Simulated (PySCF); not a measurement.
C5H9O2, doublet, geometry from GFN2-xTB; BHANDHLYP/STO-3G (PySCF).

The PySCF input:
```python
from pyscf import gto, scf, dft

mol = gto.Mole()
mol.atom = '''
    C     3.000444    0.797597    0.665710
    C     2.045871   -0.275845    0.158005
    C     0.592722    0.077869    0.472804
    C    -0.359213   -0.990796   -0.035625
    O    -1.754664   -0.657624    0.318519
    C    -2.412810    0.182404   -0.375233
    O    -2.207495    0.845031   -1.351742
    H     2.909567    0.910949    1.743492
    H     4.028776    0.532297    0.433618
    H     2.779207    1.755238    0.200530
    H     2.293477   -1.233481    0.621048
    H     2.164284   -0.387380   -0.921734
    H     0.339606    1.031777    0.004304
    H     0.464880    0.186101    1.552047
    H    -0.182264   -1.955186    0.441156
    H    -0.302347   -1.086945   -1.122644
'''
mol.basis = 'sto-3g'
mol.charge = 0
mol.spin = 1
mol.verbose = 4
mol.build()

mf = dft.UKS(mol)
mf.xc = 'bhandhlyp'
mf.kernel()
```

Question: Predict the main parts of the log of this PySCF run.

Answer: 
```
PySCF version 2.14.0

[INPUT] verbose = 4
[INPUT] num. atoms = 16
[INPUT] num. electrons = 55
[INPUT] charge = 0
[INPUT] spin (= nelec alpha-beta = 2S) = 1
[INPUT] symmetry False subgroup None
[INPUT] Mole.unit = angstrom
[INPUT] Symbol           X                Y                Z      unit          X                Y                Z       unit  Magmom
[INPUT]  1 C      3.000444000000   0.797597000000   0.665710000000 AA    5.670017412094   1.507239887775   1.258009578384 Bohr   0.0
[INPUT]  2 C      2.045871000000  -0.275845000000   0.158005000000 AA    3.866135876190  -0.521271502831   0.298586176312 Bohr   0.0
[INPUT]  3 C      0.592722000000   0.077869000000   0.472804000000 AA    1.120082248004   0.147151083594   0.893470070599 Bohr   0.0
[INPUT]  4 C     -0.359213000000  -0.990796000000  -0.035625000000 AA   -0.678814190383  -1.872333085315  -0.067321493188 Bohr   0.0
[INPUT]  5 O     -1.754664000000  -0.657624000000   0.318519000000 AA   -3.315834400634  -1.242729252941   0.601913675470 Bohr   0.0
[INPUT]  6 C     -2.412810000000   0.182404000000  -0.375233000000 AA   -4.559550090612   0.344693604025  -0.709087602899 Bohr   0.0
[INPUT]  7 O     -2.207495000000   0.845031000000  -1.351742000000 AA   -4.171560971347   1.596877156767  -2.554422171072 Bohr   0.0
[INPUT]  8 H      2.909567000000   0.910949000000   1.743492000000 AA    5.498284771072   1.721444123446   3.294722380370 Bohr   0.0
[INPUT]  9 H      4.028776000000   0.532297000000   0.433618000000 AA    7.613283257221   1.005895546928   0.819419262682 Bohr   0.0
[INPUT] 10 H      2.779207000000   1.755238000000   0.200530000000 AA    5.251940073474   3.316919103429   0.378946779759 Bohr   0.0
[INPUT] 11 H      2.293477000000  -1.233481000000   0.621048000000 AA    4.334043402989  -2.330941269855   1.173610630209 Bohr   0.0
[INPUT] 12 H      2.164284000000  -0.387380000000  -0.921734000000 AA    4.089904015778  -0.732042106134  -1.741824819700 Bohr   0.0
[INPUT] 13 H      0.339606000000   1.031777000000   0.004304000000 AA    0.641762330259   1.949775951625   0.008133381240 Bohr   0.0
[INPUT] 14 H      0.464880000000   0.186101000000   1.552047000000 AA    0.878495880788   0.351679921508   2.932943762453 Bohr   0.0
[INPUT] 15 H     -0.182264000000  -1.955186000000   0.441156000000 AA   -0.344429042368  -3.694766062584   0.833664018209 Bohr   0.0
[INPUT] 16 H     -0.302347000000  -1.086945000000  -1.122644000000 AA   -0.571353024584  -2.054028362465  -2.121489695386 Bohr   0.0

nuclear repulsion = 294.626299387884
number of shells = 30
number of NR pGTOs = 132
number of NR cGTOs = 44
basis = sto-3g
ecp = {}

******** <class 'pyscf.dft.uks.UKS'> ********
method = UKS
initial guess = minao
damping factor = 0
level_shift factor = 0
DIIS = <class 'pyscf.scf.diis.CDIIS'>
diis_start_cycle = 1
diis_space = 8
diis_damp = 0
SCF conv_tol = 1e-09
SCF conv_tol_grad = None
SCF max_cycles = 50
direct_scf = True
direct_scf_tol = 1e-13
number electrons alpha = 28  beta = 27
XC library pyscf.dft.libxc version 7.1.2
    S. Lehtola, C. Steigemann, M. J. T. Oliveira, and M. A. L. Marques,  SoftwareX 7, 1–5 (2018)
XC functionals = bhandhlyp
    A. D. Becke,  J. Chem. Phys. 98, 1372 (1993)
    Defined through Gaussian implementation.
radial grids:
    Treutler-Ahlrichs [JCP 102, 346 (1995); DOI:10.1063/1.469408] (M4) radial grids

becke partition: Becke, JCP 88, 2547 (1988); DOI:10.1063/1.454033
pruning grids: <function nwchem_prune>
grids dens level: 3
symmetrized grids: False
atomic radii adjust function: <function treutler_atomic_radii_adjust>
small_rho_cutoff = 0
Set gradient conv threshold to 3.16228e-05
tot grids = 187032
init E= -342.815976549084

cycle= 1 E= -341.573753715932  delta_E= 1.24  |g|= 0.456  |ddm|= 3.57
cycle= 2 E= -341.477560504133  delta_E= 0.0962  |g|= 0.68  |ddm|= 1.19
cycle= 3 E= -341.70895927418  delta_E= -0.231  |g|= 0.109  |ddm|= 0.736
cycle= 4 E= -341.715534483637  delta_E= -0.00658  |g|= 0.0251  |ddm|= 0.151
cycle= 5 E= -341.715988623377  delta_E= -0.000454  |g|= 0.00389  |ddm|= 0.0461
cycle= 6 E= -341.716005823159  delta_E= -1.72e-05  |g|= 0.00161  |ddm|= 0.00858
cycle= 7 E= -341.716010195736  delta_E= -4.37e-06  |g|= 0.000652  |ddm|= 0.00485
cycle= 8 E= -341.716011039755  delta_E= -8.44e-07  |g|= 0.000184  |ddm|= 0.00231
cycle= 9 E= -341.716011127778  delta_E= -8.8e-08  |g|= 8.4e-05  |ddm|= 0.000681
cycle= 10 E= -341.716011150956  delta_E= -2.32e-08  |g|= 3.4e-05  |ddm|= 0.000415
cycle= 11 E= -341.716011155069  delta_E= -4.11e-09  |g|= 1.54e-05  |ddm|= 0.000167
cycle= 12 E= -341.716011156121  delta_E= -1.05e-09  |g|= 7.82e-06  |ddm|= 8.5e-05
cycle= 13 E= -341.71601115633  delta_E= -2.09e-10  |g|= 4.08e-06  |ddm|= 3.86e-05
Extra cycle  E= -341.716011156366  delta_E= -3.55e-11  |g|= 3.04e-06  |ddm|= 1.17e-05
converged SCF energy = -341.716011156366  <S^2> = 0.753491  2S+1 = 2.003488
```
